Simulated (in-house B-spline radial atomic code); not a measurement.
Spin-orbit splittings of orbital energies (j = l + 1/2 less j = l - 1/2) and ratios of mean radii (lower j over upper j) along the 51-electron series, configuration [Kr] 4d10 4f5. Computed with a radial B-spline atomic code at the basis-set limit: Dirac-Hartree-Fock, average of the configuration, finite nuclei.

```tsv
ion	Z	splitting of 4d (eV)	radius ratio of 4d	splitting of 4f (eV)	radius ratio of 4f	splitting of 4p (eV)	radius ratio of 4p
Yb19+	70	10.928	0.98383	2.1312	0.99292	56.165	0.9494
Lu20+	71	11.906	0.98352	2.3982	0.99277	60.916	0.94815
Hf21+	72	12.947	0.98319	2.686	0.99261	65.986	0.94686
Ta22+	73	14.055	0.98286	2.9956	0.99244	71.389	0.94555
W23+	74	15.232	0.98251	3.3279	0.99227	77.143	0.94419
Re24+	75	16.48	0.98215	3.6841	0.99208	83.265	0.9428
Os25+	76	17.804	0.98178	4.0651	0.99189	89.774	0.94137
Ir26+	77	19.204	0.98141	4.4721	0.9917	96.69	0.93991
Pt27+	78	20.686	0.98102	4.9062	0.9915	104.03	0.93841
Au28+	79	22.25	0.98062	5.3685	0.99129	111.82	0.93687
Hg29+	80	23.902	0.98022	5.8602	0.99108	120.08	0.9353
Tl30+	81	25.643	0.9798	6.3823	0.99086	128.82	0.93368
Pb31+	82	27.478	0.97938	6.9362	0.99063	138.09	0.93203
Bi32+	83	29.409	0.97894	7.523	0.99041	147.9	0.93033
```

Q: With what power of Z does the column «splitting of 4p (eV)» change over this range?

A: A fit of the logarithm of its size against log Z from Z = 70 to 83 has slope 5.68. An unscreened hydrogenic electron would give 4 at low Z; screening makes the apparent power larger near the neutral end, and relativity raises it again at high Z.
